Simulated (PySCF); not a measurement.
Cl2Pb (SMILES [Cl][Pb][Cl]), singlet, at a GFN2-xTB geometry (such geometries of metal compounds can be far from the true shape) (core potentials on Pb); PySCF with WB97X/def2-SVPD.

PySCF was given this input:
```python
from pyscf import gto, scf, dft

mol = gto.Mole()
mol.atom = '''
    Pb    0.007651   -0.011172    0.463444
    Cl    1.261912    1.446514   -1.104634
    Cl   -1.298818   -1.392625   -1.130800
'''
mol.basis = 'def2-svpd'
mol.ecp = {'Pb': 'def2-svpd'}
mol.charge = 0
mol.spin = 0
mol.verbose = 4
mol.build()

mf = dft.RKS(mol)
mf.xc = 'wb97x'
mf.kernel()
```

It wrote (shortened):

```
PySCF version 2.14.0

[INPUT] verbose = 4
[INPUT] num. atoms = 3
[INPUT] num. electrons = 56
[INPUT] charge = 0
[INPUT] spin (= nelec alpha-beta = 2S) = 0
[INPUT] symmetry False subgroup None
[INPUT] Mole.unit = angstrom
[INPUT] Symbol           X                Y                Z      unit          X                Y                Z       unit  Magmom
[INPUT]  1 Pb     0.007651000000  -0.011172000000   0.463444000000 AA    0.014458294579  -0.021112020264   0.875782234073 Bohr   0.0
[INPUT]  2 Cl     1.261912000000   1.446514000000  -1.104634000000 AA    2.384668073302   2.733515295349  -2.087455727883 Bohr   0.0
[INPUT]  3 Cl    -1.298818000000  -1.392625000000  -1.130800000000 AA   -2.454410305655  -2.631679844222  -2.136902301658 Bohr   0.0

nuclear repulsion = 199.521099190258
number of shells = 34
number of NR pGTOs = 157
number of NR cGTOs = 86
basis = def2-svpd
ecp = {'Pb': 'def2-svpd'}

******** <class 'pyscf.dft.rks.RKS'> ********
method = RKS
initial guess = minao
damping factor = 0
level_shift factor = 0
DIIS = <class 'pyscf.scf.diis.CDIIS'>
diis_start_cycle = 1
diis_space = 8
diis_damp = 0
SCF conv_tol = 1e-09
SCF conv_tol_grad = None
SCF max_cycles = 50
direct_scf = True
direct_scf_tol = 1e-13
XC library pyscf.dft.libxc version 7.1.2
    S. Lehtola, C. Steigemann, M. J. T. Oliveira, and M. A. L. Marques,  SoftwareX 7, 1–5 (2018)
XC functionals = wb97x
    J.-D. Chai and M. Head-Gordon,  J. Chem. Phys. 128, 084106 (2008)
radial grids:
    Treutler-Ahlrichs [JCP 102, 346 (1995); DOI:10.1063/1.469408] (M4) radial grids

becke partition: Becke, JCP 88, 2547 (1988); DOI:10.1063/1.454033
pruning grids: <function nwchem_prune>
grids dens level: 3
symmetrized grids: False
atomic radii adjust function: <function treutler_atomic_radii_adjust>
small_rho_cutoff = 0
Set gradient conv threshold to 3.16228e-05
Initial guess from minao.
tot grids = 60992
init E= -1088.74355595497
  HOMO = -0.727766307250622  LUMO = -0.606792793459768  gap/eV = 3.29186
cycle= 1 E= -1112.61737282413  delta_E= -23.9  |g|= 1.37  |ddm|= 13.2
  HOMO = -0.251930323380151  LUMO = 0.075356438900197  gap/eV = 8.90593
cycle= 2 E= -1112.96032343196  delta_E= -0.343  |g|= 0.902  |ddm|= 4.92
  HOMO = -0.359152230687466  LUMO = -0.0437577570342569  gap/eV = 8.58232
cycle= 3 E= -1113.14281529774  delta_E= -0.182  |g|= 0.0797  |ddm|= 1.39
  HOMO = -0.386832009835084  LUMO = -0.0533167360886324  gap/eV = 9.07541
cycle= 4 E= -1113.14445744026  delta_E= -0.00164  |g|= 0.0338  |ddm|= 0.156
  HOMO = -0.383767085503807  LUMO = -0.0548380602192182  gap/eV = 8.95061
cycle= 5 E= -1113.14481738355  delta_E= -0.00036  |g|= 0.00568  |ddm|= 0.0512
  HOMO = -0.384953985472271  LUMO = -0.055037905545646  gap/eV = 8.97747
cycle= 6 E= -1113.1448505214  delta_E= -3.31e-05  |g|= 0.00207  |ddm|= 0.0199
  HOMO = -0.384796121392839  LUMO = -0.0550103122893262  gap/eV = 8.97393
cycle= 7 E= -1113.14485435711  delta_E= -3.84e-06  |g|= 0.000659  |ddm|= 0.00593
  HOMO = -0.384768420355186  LUMO = -0.0550525413385756  gap/eV = 8.97203
cycle= 8 E= -1113.1448550413  delta_E= -6.84e-07  |g|= 0.000161  |ddm|= 0.00278
  HOMO = -0.384750038536481  LUMO = -0.0550280607557525  gap/eV = 8.97219
cycle= 9 E= -1113.14485508481  delta_E= -4.35e-08  |g|= 3.1e-05  |ddm|= 0.000744
  HOMO = -0.384746085543278  LUMO = -0.055023078907297  gap/eV = 8.97222
cycle= 10 E= -1113.14485508566  delta_E= -8.5e-10  |g|= 1.01e-05  |ddm|= 0.000112
  HOMO = -0.384746150969902  LUMO = -0.055024487311961  gap/eV = 8.97218
Extra cycle  E= -1113.14485508572  delta_E= -5.96e-11  |g|= 4.88e-06  |ddm|= 2.67e-05
converged SCF energy = -1113.14485508572
```
